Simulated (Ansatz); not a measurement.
A nudged elastic band was laid between two geometries of Cl2H2Si + FH (7 atoms, charge 0, multiplicity 1).

The calculation used UKS LDA/def2-SVP (Ansatz).

- movable images: 6
- climbing image: no
- spring: 5.0 eV/Å²
- optimiser: quadratic models (default)
- start path: through a guess of the saddle point
- force threshold: 0.05 eV/Å
- iteration limit: 60
- end points: relaxed

Initial state:

```xyz
7
Properties=species:S:1:pos:R:3
Si -0.252 -0.395 -0.505
H 1.187 -0.525 -0.869
Cl -1.262 -1.968 -1.356
Cl -0.448 -0.646 1.568
H -0.947 0.862 -0.902
H 0.691 1.082 1.398
F 1.032 1.589 0.667
```

Final state:

```xyz
7
Properties=species:S:1:pos:R:3
Si -0.942 0.213 -0.203
H 2.407 -0.634 0.537
Cl -0.506 -1.239 -1.554
Cl -1.050 -0.569 1.668
H -2.205 0.913 -0.562
H 2.039 0.027 0.338
F 0.258 1.289 -0.224
```

**Question.** What changes between the two ends?

**Answer.** Bonds broken: Si1–H2, H6–F7. Bonds formed: Si1–F7, H2–H6. Cl2H2Si + FH becomes Cl2FHSi + H2.

**Question.** Give the energies along the band, and the barrier.

**Answer.** The forces met the threshold. The highest image is number 3 of 0 to 7, 53.4 kJ/mol above the first end and 139.7 kJ/mol above the last; the last end lies 86.3 kJ/mol below the first. No image climbed, so the highest image needn't sit at the top of the path. A band with more images between the same ends climbed to 0.88 eV, so this one has probably stepped over the top. The orbitals stay closed-shell, which can raise the energy where a bond breaks towards radicals; this wasn't checked here.

```
image  path coordinate (Å)  energy (kJ/mol)  Si1–H2 (Å)  H6–F7 (Å)  Si1–F7 (Å)
    0                 0.00              0.0        1.49       0.95        2.64
    1                 0.75             14.2        1.49       0.94        2.68
    2                 1.50             22.2        1.51       0.94        2.67
    3                 2.25             53.4        1.57       0.99        2.19
    4                 3.00             43.5        1.90       1.53        1.72
    5                 3.76            -42.4        2.48       1.88        1.63
    6                 4.51            -82.4        3.06       2.21        1.61
    7                 5.26            -86.3        3.53       2.25        1.61
```

**Question.** What is the geometry of the highest image?

**Answer.** 
```xyz
7
Properties=species:S:1:pos:R:3
Si -0.380 -0.206 -0.153
H 1.163 -0.433 -0.279
Cl -0.746 -1.736 -1.480
Cl -0.950 -0.762 1.732
H -1.221 0.921 -0.667
H 1.345 0.734 0.253
F 0.789 1.483 0.594
```

The band took 9 iterations and about 100 core-seconds.

The run took 55 s on 2 threads of Arm Neoverse V2, on a shared host, peak memory 0.13 GiB.
